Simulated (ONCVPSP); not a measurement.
titanium: variants of one ONCV potential

Base potential:

- Element: titanium (Ti)
- Generator: ONCVPSP 4.0.1
- Type: optimised norm-conserving Vanderbilt (ONCV)
- Functional: PBEsol
- Relativity: scalar-relativistic
- Frozen core: [Ne]
- Valence charge: 12
- Reference configuration: 3s2 3p6 3d2 4s2
- Partial waves: 3s+4s: rc 2.00 bohr, ncon 4, nbas 8, qcut 6.3 1/bohr, 2 projectors; 3p: rc 1.35 bohr, ncon 4, nbas 9, qcut 8.3 1/bohr, 2 projectors, debl 1.9 Ha; 3d: rc 1.35 bohr, ncon 4, nbas 8, qcut 13.9 1/bohr, local
- Local potential: the d channel
- Core correction: polynomial model core, fcfact 0.55

All-electron outer shells of the reference configuration (PBEsol, scalar-relativistic, ld1.x):

```csv
shell,level (eV),outermost node (bohr),outermost maximum (bohr)
2p,-443.92,–,0.22
3s,-62.45,0.40,0.87
3p,-38.77,0.37,0.90
4s,-4.48,1.24,2.92
3d,-4.27,–,0.98
```

Cutoffs, loose and tight: the cutoffs (Ha) at which the residual kinetic energy of the hardest occupied pseudo-wave falls to 1 and 0.1 mHa per electron. They do not see the model core or the augmentation charge, which bear on the density cutoff. Test errors are all-electron minus pseudo excitation energies from the reference, over the configurations 3s2 3p6 3d2 4s1; 3s2 3p6 3d2 4s0; 3s2 3p6 3d1 4s0; 3s1 3p6 3d2 4s2. A dash means not determined; rows that change the core or the reference have their own tests.

| change | outcome | cutoff, loose | cutoff, tight | bound ghosts | GHOST(+) flags above zero | largest test error (meV) |
| --- | --- | --- | --- | --- | --- | --- |
| base | generated | 56 Ha | 67 Ha | none | s, p | -310 |
| core correction Teter function, fcfact 4.25, rcfact 1.75 | generated | 56 Ha | 67 Ha | none | s, p | -307 |
| p: ncon 3, nbas 8 | generated | 56 Ha | 67 Ha | none | s | -307 |
| all radii but the core radius scaled by about 0.91 (s 1.82, p 1.24, d 1.24 bohr) | generated | 60 Ha | 71 Ha | none | s | -247 |
| d: nproj 1; local potential polynomial inside 1.10 bohr (lpopt 5, dvloc0 0 Ha) | generated | 56 Ha | 67 Ha | none | none | -305 |
| core correction polynomial model core, fcfact 0.64 | generated | 56 Ha | 67 Ha | none | s, p | -310 |

Question: What comes out with this change to the base: d: rc 1.16?

Answer: outcome: generated; cutoff, loose: 64 Ha; cutoff, tight: 75 Ha; bound ghosts: none; GHOST(+) flags above zero: s; largest test error (meV): -291.
